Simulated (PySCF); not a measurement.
Task: Write a Z-matrix for VIMe3 (`[CH3][V]([CH3])([CH3])[I]`) [radical] as optimised with PBE0-D3(BJ)/def2-SVP. (Doublet state.)

Result: 
Z-matrix in Å and degrees, rows numbered from 1:
```
V 
I   1  2.5473
C   1  1.9825  2  114.20
H   3  1.1083  1  100.38  2   -55.85
H   3  1.1015  1  112.50  2  -172.54
H   3  1.1007  1  112.97  2    60.65
C   1  1.9872  2  109.82  3  -123.77
H   7  1.1017  1  112.59  2   -65.97
H   7  1.1076  1  102.00  2   176.63
H   7  1.1019  1  112.33  2    59.49
C   1  1.9822  2  113.45  3   114.51
H  11  1.1082  1  100.22  2    58.98
H  11  1.1008  1  112.70  2   -57.27
H  11  1.1014  1  112.90  2   175.70
```

V1 (vanadium bonded to 3 C and I) is distorted tetrahedral (angles from 100.6° to 114.2°).

Method used: PBE0-D3(BJ)/def2-SVP geometry optimisation, gas phase, def2 core potentials past Kr in PySCF.

PBE0-D3(BJ)/def2-SVP frequencies: not computed here. ⟨S²⟩ = 0.774 (exact for a doublet: 0.75).

Caution for open-shell metal species: one SCF solution and one stationary point were followed, and a lower state or a bent or distorted shape isn't ruled out.
